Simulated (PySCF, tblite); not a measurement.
Calculations on `[CH2]OC(=O)/C=C/C(=C)C` [radical], in the order of a workflow; each names the level of the geometry that it ran on. Settings lines and outputs come from a driver script.

C₇H₉O₂ (doublet state).
Atom-mapped SMILES: `[CH2:1][O:2][C:3](=[O:4])/[CH:5]=[CH:6]/[C:7](=[CH2:8])[CH3:9]` (hydrogens: H10, H11 on C1; H12 on C5; H13 on C6; H14, H15 on C8; H16, H17, H18 on C9)

Step 1: GFN2-xTB geometry optimisation, gas phase (tblite 0.8.0) (from a force-field or distance-geometry start)
```json
{"job": {"kind": "relax", "xc": "GFN2-xTB", "basis": "xTB"}, "charge": 0, "multiplicity": 2}
```
```
step      E/eV     max force
  0    -749.86202    3.612
  1    -750.18456    2.736
  2    -750.40840    1.173
...
 69    -750.89633    0.018
 70    -750.89639    0.018
 71    -750.89644    0.017
 72    -750.89647    0.012
 73    -750.89648    0.006
```

Energy lowered by 23.9 kcal/mol over 73 steps; largest atomic force 0.006 eV/Å at the end. «max force» is the largest atomic force in eV/Å.

Step 2: GFN2-xTB harmonic vibrations, gas phase (tblite 0.8.0) (on the GFN2-xTB geometry)
```json
{"job": {"kind": "ir", "xc": "GFN2-xTB", "basis": "xTB"}, "charge": 0, "multiplicity": 2}
```
```
(table of modes left out)
```

48 modes from 51 to 3183 cm⁻¹ (unscaled, harmonic); zero-point energy 86.6 kcal/mol; all wavenumbers are real at this level.

Step 3: UKS B3LYP, pcH-1 on C H O, non-relativistic, mean-field spin-orbit, GIAO (PySCF 2.14.0) (on the GFN2-xTB geometry)
```json
{"job": {"kind": "epr", "basis": "pcH-1"}, "charge": 0, "multiplicity": 2}
```
```
...
E = -422.56158685 Eh   <S^2> = 0.7561 (exact 0.7500)
g shifts (ppm)      1          2          3
  rmc          -171       -171       -171
  gc              0         44         36
  oz_so         -10        381       1555
  total        -180        254       1420
hyperfine (MHz)  atom isotope    a_iso     a_fc   dipolar eigenvalues
    0   13C      80.58      80.58    -75.42    -72.83    148.24
    1   17O      -6.66      -6.66    -29.51     13.89     15.62
    2   13C       5.99       5.99     -5.84     -3.15      8.99
    3   17O      -3.22      -3.22    -17.04      8.02      9.02
    4   13C      -8.81      -8.81     -6.90      2.59      4.31
    5   13C       6.54       6.54     -5.87     -5.40     11.27
    6   13C      -5.06      -5.06     -3.46      1.45      2.02
    7   13C       4.33       4.33     -4.11     -3.79      7.90
    8   13C       0.64       0.64     -0.15     -0.01      0.16
    9    1H     -62.11     -62.11    -35.74      0.09     35.65
   10    1H     -62.47     -62.47    -34.21     -0.30     34.51
   11    1H       2.53       2.53     -2.46     -1.96      4.42
   12    1H      -4.65      -4.65     -0.86     -0.85      1.72
   13    1H      -3.40      -3.40     -2.07     -0.16      2.23
   14    1H      -3.17      -3.17     -1.16     -0.38      1.55
...
```

⟨S²⟩ 0.756; g_iso 2.0028. rmc, gc and oz_so are the mass-correction, gauge-correction and orbital-Zeeman/spin–orbit parts of the g shift along its three principal axes; a_iso is the isotropic hyperfine coupling and a_fc its Fermi-contact part. The log counts atoms from 0, this text from 1.

Question: Which step took the most CPU time, and about what did each take on one thread of an AMD EPYC 7B13, no GPU (shared host)?

Answer: Step 3, about 99 % of the total. CPU time by step: 1: 0.52 s, 2: 0.67 s, 3: 92 s.

Geometry of the electronic-property runs (GFN2-xTB):
```
atom  x, y, z in Å
C1     4.1136    0.0384    0.1019
O2     2.8707   -0.3331   -0.1418
C3     1.8288    0.5222    0.1689
O4     2.0318    1.6122    0.6624
C5     0.5637   -0.0849   -0.1792
C6    -0.5995    0.5579    0.0436
C7    -1.9195    0.0588   -0.2592
C8    -2.9944    0.7995    0.0334
C9    -2.0453   -1.2924   -0.8979
H10    4.8739   -0.6711   -0.1553
H11    4.3104    1.0026    0.5376
H12    0.6172   -1.0686   -0.6185
H13   -0.5439    1.5408    0.4940
H14   -3.9944    0.4598   -0.1761
H15   -2.9029    1.7687    0.4931
H16   -3.0881   -1.5291   -1.0898
H17   -1.5024   -1.3165   -1.8413
H18   -1.6284   -2.0590   -0.2466
```

 (This holds for the electronic-property runs.)

One conformer stands for the species.
